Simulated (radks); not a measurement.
Values are calculated unless marked as measured or tabulated.
All-electron atom: Pb+ in [Xe] 4f13.5 5d9.5 6s1 6p3 (fractional occupations, a model configuration). Level of theory: Dirac Kohn-Sham, PBE, spin-unpolarised, spherical densities, finite nucleus; open shells fill j = l - 1/2 first; Fermi nuclear charge, rms radius 5.5012 fm (a radial shooting solver on a logarithmic mesh with Libxc functionals).

Normalised radial functions P(r) = r R(r) (large component), r in bohr:

r            5d3/2    5d5/2    6p1/2
0.0009677   0.0000   0.0000   0.0038
0.001322    0.0001   0.0000   0.0052
0.001792    0.0001   0.0000   0.0071
0.002428    0.0002   0.0001   0.0099
0.003291    0.0004   0.0002   0.0139
0.004496    0.0009   0.0005   0.0200
0.006093    0.0019   0.0012   0.0286
0.008258    0.0040   0.0027   0.0405
0.01119     0.0084   0.0061   0.0565
0.01529     0.0176   0.0137   0.0763
0.02072     0.0355   0.0290   0.0958
0.02808     0.0685   0.0583   0.1076
0.03806     0.1243   0.1097   0.0981
0.052       0.2086   0.1901   0.0507
0.07047     0.3023   0.2839  -0.0346
0.09551     0.3567   0.3465  -0.1247
0.1294      0.2862   0.2942  -0.1450
0.1768      0.0208   0.0504  -0.0292
0.2397     -0.3388  -0.3030   0.1542
0.3248     -0.5228  -0.5103   0.2069
0.4402     -0.2778  -0.3083   0.0055
0.6014      0.3354   0.2753  -0.2813
0.815       0.8764   0.8265  -0.3032
1.105       1.0127   1.0008   0.0279
1.497       0.7652   0.7865   0.4638
2.045       0.3984   0.4282   0.7022
2.772       0.1458   0.1654   0.6326
3.756       0.0340   0.0414   0.3838
5.091       0.0044   0.0059   0.1536
6.955       0.0002   0.0004   0.0350
9.426       0.0000   0.0000   0.0041

5d3/2: eigenvalue -36.830 eV, 2 radial nodes at r = 0.180, 0.513 bohr, <r> = 1.23 bohr, 90 % of the charge inside 1.84 bohr. 5d5/2: eigenvalue -34.005 eV, 2 radial nodes at r = 0.185, 0.526 bohr, <r> = 1.27 bohr, 90 % of the charge inside 1.91 bohr. 6p1/2: eigenvalue -13.394 eV, 4 radial nodes at r = 0.0630, 0.186, 0.443, 1.08 bohr, <r> = 2.58 bohr, 90 % of the charge inside 3.81 bohr.
